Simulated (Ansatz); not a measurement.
CH3AlFI (`F[CH2][AlH][I]`), relaxed with RKS PBE-D4/def2-SVP in Ansatz from a rough embedded geometry. The force threshold is 0.03 eV/Å; the program also tests the step.

The species carries charge 0 and has multiplicity 1. I takes the def2 core potential.

Start:

```xyz
7

F     1.380   -0.612   -1.057
C     0.160   -0.800   -0.560
Al   -0.379    0.815    0.489
I     0.917    1.571    2.475
H     0.132   -1.670    0.106
H    -0.519   -0.956   -1.426
H    -1.692    1.652   -0.027
```

| step | energy (eV) | largest force (eV/Å) | largest move (Å) |
| --- | --- | --- | --- |
| 1 | -18488.1026 | 2.816 | 0.000 |
| 2 | -18488.2387 | 0.992 | 0.136 |
| 3 | -18488.2652 | 0.430 | 0.049 |
| 4 | -18488.2719 | 0.084 | 0.058 |
| 5 | -18488.2746 | 0.135 | 0.056 |
| 6 | -18488.2773 | 0.213 | 0.081 |
| 7 | -18488.2781 | 0.389 | 0.125 |
| 8 | -18488.2859 | 0.234 | 0.055 |
| 9 | -18488.2984 | 0.109 | 0.151 |
| 10 | -18488.3000 | 0.184 | 0.119 |
| 11 | -18488.3062 | 0.041 | 0.060 |
| 12 | -18488.3070 | 0.012 | 0.036 |
| 13 | -18488.3073 | 0.044 | 0.041 |
| 14 (rejected) | -18488.3071 | 0.060 | 0.010 |
| 15 | -18488.3075 | 0.014 | 0.005 |

End:

```xyz
7

F     1.533   -1.036   -0.435
C     0.176   -0.761   -0.576
Al   -0.445    0.785    0.518
I     1.171    1.982    1.977
H    -0.417   -1.671   -0.309
H    -0.054   -0.572   -1.655
H    -1.963    1.273    0.481
```

It took 21 s on 2 threads of an Arm Neoverse V2 on a shared host, with 0.15 GiB of host memory at the peak.
